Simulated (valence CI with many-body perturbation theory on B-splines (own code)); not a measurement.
Er XVIII: M1 decay

Level of theory: configuration interaction combined with many-body perturbation theory (CI+MBPT): five valence electrons over a frozen Dirac-Fock core [Kr] 4d10, radial functions for each j: 7 s, 7 p, 7 d, 7 f, 4 g, 2 h, with the one-electron correlation potential Σ1 (screened to all orders), the two-electron term Σ2, the three-electron term Σ3, Breit, model QED; selected single and double excitations, second order for the rest, scaled by the run's own slope (own B-spline code, finite nucleus).

No measured spectrum was set against this ion. As an estimate, terms of the open shell hold to a few per cent of their energy, and close levels can change places. Among the levels kept, up to 1100 cm⁻¹ of a level comes from second order outside the variational space, and about a tenth of that is noise between levels of different J, which matters for small intervals.

Lines 51 to 100 of 120 in falling wavelength, among levels below 182820 cm⁻¹, chosen from the decays that carry over 1 % of a level's rate. Wavelengths and rates use the calculated energies, so an error of 2000 cm⁻¹ moves a line at 6925 Å by 14 % and its rate by three times that or more. Weak lines are less certain than strong ones. Lines between different terms over intervals too small for the method are left out, as are lines whose strength nearly cancels. Where a level lies close to another of its J and parity, the split of strength between their lines is uncertain.

Names give the largest LS component (configuration and term), which can be under half, so a name can repeat, a term be missing and a line seem to break the LS rules; names also repeat where a configuration has a term twice. Letters in brackets count levels of one name in rising energy.

| λ vac (Å) | Upper | Lower | Type | A (s⁻¹) | Branch % |
| --- | --- | --- | --- | --- | --- |
| 6925 | 4f⁵ ⁶F°_3/2 | 4f⁵ ⁶H°_5/2 | M1 | 8.91e-01 | 99.7 |
| 6805 | 4f⁵ ⁶F°_9/2 | 4f⁵ ⁶H°_9/2 | M1 | 4.48e-01 | 10.8 |
| 6776 | 4f⁵ ⁶F°_7/2 | 4f⁵ ⁶H°_7/2 | M1 | 1.48e+00 | 37.6 |
| 6769 | 4f⁵ ⁴F°_5/2 [a] | 4f⁵ ⁴G°_5/2 [a] | M1 | 8.17e+00 | 9.1 |
| 6701 | 4f⁵ ⁶F°_11/2 | 4f⁵ ⁶H°_11/2 | M1 | 8.08e-02 | 3.0 |
| 6472 | 4f⁵ ⁶F°_5/2 | 4f⁵ ⁶H°_5/2 | M1 | 3.51e+00 | 94.0 |
| 5924 | 4f⁵ ⁴G°_5/2 [a] | 4f⁵ ⁶F°_5/2 | M1 | 1.64e+01 | 10.2 |
| 5845 | 4f⁵ ⁴G°_7/2 [a] | 4f⁵ ⁶F°_9/2 | M1 | 7.80e+00 | 5.8 |
| 5737 | 4f⁵ ⁶P°_3/2 | 4f⁵ ⁴G°_5/2 [a] | M1 | 3.59e+00 | 11.4 |
| 5723 | 4f⁵ ⁴M°_15/2 | 4f⁵ ⁶H°_15/2 | M1 | 9.86e+00 | 78.8 |
| 5589 | 4f⁵ ⁴G°_5/2 [a] | 4f⁵ ⁶F°_3/2 | M1 | 2.61e+01 | 16.2 |
| 4960 | 4f⁵ ⁴G°_9/2 [a] | 4f⁵ ⁶F°_11/2 | M1 | 6.70e+00 | 8.2 |
| 4893 | 4f⁵ ⁴F°_3/2 [a] | 4f⁵ ⁶F°_5/2 | M1 | 1.39e+00 | 1.6 |
| 4860 | 4f⁵ ⁴F°_7/2 [a] | 4f⁵ ⁴G°_5/2 [a] | M1 | 3.69e+00 | 2.8 |
| 4765 | 4f⁵ ⁴G°_7/2 [a] | 4f⁵ ⁶F°_7/2 | M1 | 1.46e+01 | 10.8 |
| 4745 | 4f⁵ ⁴M°_15/2 | 4f⁵ ⁶H°_13/2 | M1 | 2.66e+00 | 21.2 |
| 4662 | 4f⁵ ⁴F°_3/2 [a] | 4f⁵ ⁶F°_3/2 | M1 | 2.24e+01 | 26.1 |
| 4659 | 4f⁵ ⁴K°_13/2 [a] | 4f⁵ ⁶H°_15/2 | M1 | 6.19e-01 | 1.2 |
| 4596 | 4f⁵ ⁴F°_3/2 [a] | 4f⁵ ⁶F°_1/2 | M1 | 5.61e+01 | 65.3 |
| 4192 | 4f⁵ ⁴M°_17/2 | 4f⁵ ⁶H°_15/2 | M1 | 9.85e-01 | 10.3 |
| 4165 | 4f⁵ ⁴G°_7/2 [a] | 4f⁵ ⁶F°_5/2 | M1 | 3.14e+00 | 2.3 |
| 4109 | 4f⁵ ⁴G°_9/2 [a] | 4f⁵ ⁶F°_9/2 | M1 | 3.48e+00 | 4.3 |
| 3989 | 4f⁵ ⁴K°_13/2 [a] | 4f⁵ ⁶H°_13/2 | M1 | 3.16e+01 | 59.3 |
| 3882 | 4f⁵ ⁴P°_5/2 [a] | 4f⁵ ⁶F°_7/2 | M1 | 3.91e+01 | 33.1 |
| 3853 | 4f⁵ ⁴G°_11/2 [a] | 4f⁵ ⁶F°_11/2 | M1 | 4.31e+00 | 16.2 |
| 3736 | 4f⁵ ⁴I°_15/2 [a] | 4f⁵ ⁶H°_15/2 | M1 | 4.41e+01 | 57.4 |
| 3495 | 4f⁵ ⁴G°_5/2 [a] | 4f⁵ ⁶H°_7/2 | M1 | 5.20e+01 | 32.4 |
| 3483 | 4f⁵ ⁴I°_11/2 [a] | 4f⁵ ⁶H°_11/2 | M1 | 3.22e+01 | 43.9 |
| 3474 | 4f⁵ ⁴P°_5/2 [a] | 4f⁵ ⁶F°_5/2 | M1 | 9.53e+00 | 8.1 |
| 3459 | 4f⁵ ⁴K°_13/2 [a] | 4f⁵ ⁶H°_11/2 | M1 | 2.05e+01 | 38.4 |
| 3356 | 4f⁵ ⁴P°_5/2 [a] | 4f⁵ ⁶F°_3/2 | M1 | 9.75e+00 | 8.3 |
| 3319 | 4f⁵ ⁴G°_11/2 [a] | 4f⁵ ⁶F°_9/2 | M1 | 5.89e+00 | 22.2 |
| 3294 | 4f⁵ ⁴L°_13/2 | 4f⁵ ⁶H°_15/2 | M1 | 8.28e-01 | 1.1 |
| 3293 | 4f⁵ ⁴I°_15/2 [a] | 4f⁵ ⁶H°_13/2 | M1 | 1.24e+01 | 16.1 |
| 3273 | 4f⁵ ⁴F°_7/2 [a] | 4f⁵ ⁶F°_9/2 | M1 | 6.13e+01 | 47.2 |
| 3175 | 4f⁵ ⁴L°_15/2 | 4f⁵ ⁶H°_15/2 | M1 | 2.15e+01 | 46.4 |
| 3159 | 4f⁵ ⁴F°_5/2 [a] | 4f⁵ ⁶F°_5/2 | M1 | 9.78e+00 | 10.9 |
| 3144 | 4f⁵ ⁴G°_7/2 [a] | 4f⁵ ⁶H°_9/2 | M1 | 6.88e+01 | 51.2 |
| 3132 | 4f⁵ ⁴I°_9/2 [a] | 4f⁵ ⁶H°_9/2 | M1 | 2.11e+01 | 30.8 |
| 3093 | 4f⁵ ⁴G°_5/2 [a] | 4f⁵ ⁶H°_5/2 | M1 | 6.03e+01 | 37.5 |
| 3062 | 4f⁵ ⁴I°_11/2 [a] | 4f⁵ ⁶H°_9/2 | M1 | 4.03e+01 | 54.9 |
| 3061 | 4f⁵ ⁴F°_5/2 [a] | 4f⁵ ⁶F°_3/2 | M1 | 1.72e+00 | 1.9 |
| 2944 | 4f⁵ ⁴L°_13/2 | 4f⁵ ⁶H°_13/2 | M1 | 2.86e+01 | 36.6 |
| 2915 | 4f⁵ ⁶P°_3/2 | 4f⁵ ⁶F°_5/2 | M1 | 7.53e+00 | 23.9 |
| 2877 | 4f⁵ ⁴L°_17/2 | 4f⁵ ⁶H°_15/2 | M1 | 2.16e+00 | 12.2 |
| 2850 | 4f⁵ ⁴G°_9/2 [a] | 4f⁵ ⁶H°_11/2 | M1 | 4.78e+01 | 58.5 |
| 2849 | 4f⁵ ⁴L°_15/2 | 4f⁵ ⁶H°_13/2 | M1 | 1.45e+01 | 31.3 |
| 2837 | 4f⁵ ²P°_1/2 [a] | 4f⁵ ⁶F°_3/2 | M1 | 8.04e+01 | 72.8 |
| 2831 | 4f⁵ ⁶P°_3/2 | 4f⁵ ⁶F°_3/2 | M1 | 1.04e+01 | 33.1 |
| 2813 | 4f⁵ ²P°_1/2 [a] | 4f⁵ ⁶F°_1/2 | M1 | 2.74e+01 | 24.8 |
